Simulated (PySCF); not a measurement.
C2H8O3SSi.
Z-matrix (Å and degrees, GFN2-xTB geometry), rows numbered from 1:
```
C 
S   1  1.8128
C   2  1.8294  1   99.44
Si  3  1.9022  2  112.34  1   -75.26
O   4  1.6248  3  114.06  2  -166.76
O   4  1.6288  3  109.81  2   -47.41
O   4  1.6257  3  106.01  2    76.07
H   1  1.0847  2  109.20  3    51.35
H   1  1.0848  2  107.20  3   171.34
H   1  1.0871  2  109.17  3   -69.54
H   3  1.0881  2  104.45  1   164.36
H   3  1.0869  2  106.95  1    50.16
H   5  0.9523  4  118.95  3    79.50
H   6  0.9545  4  119.81  3    44.13
H   7  0.9541  4  119.03  3   154.17
```

Method: TDDFT wB97X-D/def2-SVPD, vertical, gas phase, core orbitals frozen in the response in PySCF 2.14.0, density-fitted response routines.

```json
{"state": "S1", "λ (nm)": "229.1", "E (eV)": "5.41", "f": "0.0033", "main configurations (H = HOMO, L = LUMO)": "H→L+1 (60%), H→L (9%), H→L+6 (8%)"}
{"state": "S2", "λ (nm)": "208.9", "E (eV)": "5.94", "f": "0.028", "main configurations (H = HOMO, L = LUMO)": "H→L (37%), H→L+2 (30%), H→L+1 (19%)"}
{"state": "S3", "λ (nm)": "192.7", "E (eV)": "6.43", "f": "0.010", "main configurations (H = HOMO, L = LUMO)": "H→L+2 (42%), H→L (26%), H→L+5 (17%)"}
{"state": "S4", "λ (nm)": "181.4", "E (eV)": "6.83", "f": "0.046", "main configurations (H = HOMO, L = LUMO)": "H→L+3 (72%), H→L+4 (13%)"}
{"state": "S5", "λ (nm)": "170.6", "E (eV)": "7.27", "f": "0.021", "main configurations (H = HOMO, L = LUMO)": "H→L+5 (37%), H→L+7 (24%), H→L (13%)"}
{"state": "S6", "λ (nm)": "168.3", "E (eV)": "7.37", "f": "0.012", "main configurations (H = HOMO, L = LUMO)": "H→L+6 (45%), H→L+4 (32%)"}
{"state": "S7", "λ (nm)": "163.3", "E (eV)": "7.59", "f": "0.013", "main configurations (H = HOMO, L = LUMO)": "H→L+5 (25%), H→L+6 (17%), H→L+2 (13%)"}
{"state": "S8", "λ (nm)": "158.8", "E (eV)": "7.81", "f": "0.024", "main configurations (H = HOMO, L = LUMO)": "H→L+8 (34%), H→L+7 (16%), H→L+4 (15%)"}
```

Triplets, Tamm–Dancoff:

```tsv
state	E (eV)	λ (nm)	main configurations (H = HOMO, L = LUMO)
T1	5.00	248.2	H→L+1 (55%), H→L+6 (13%), H→L (8%)
T2	5.73	216.4	H→L+2 (56%)
T3	5.96	207.9	H→L (50%), H→L+5 (21%), H→L+1 (14%)
```

The lowest singlet lies at 5.41 eV (229 nm, ultraviolet) and is very weak; its leading configuration is HOMO→LUMO+1 (60%). The strongest level in the table is S4 at 6.83 eV (181 nm, f = 0.046). Löwdin shares by element: HOMO sulfur 65%, carbon 21%; LUMO silicon 32%, oxygen 25% or more, sulfur 9% (atoms not listed hold the other 34%). Weighted by f, the mean energy of these states is 6.93 eV. The oscillator strengths of these states sum to 0.158; summed over the whole spectrum of an exact calculation they would give the number of electrons, 74 (Thomas–Reiche–Kuhn). Of the 8 states listed, 6 reach f = 0.01 and none stays under 0.0005. Singlets were solved by full linear response, triplets in the Tamm–Dancoff approximation.

One conformer stands for the species.
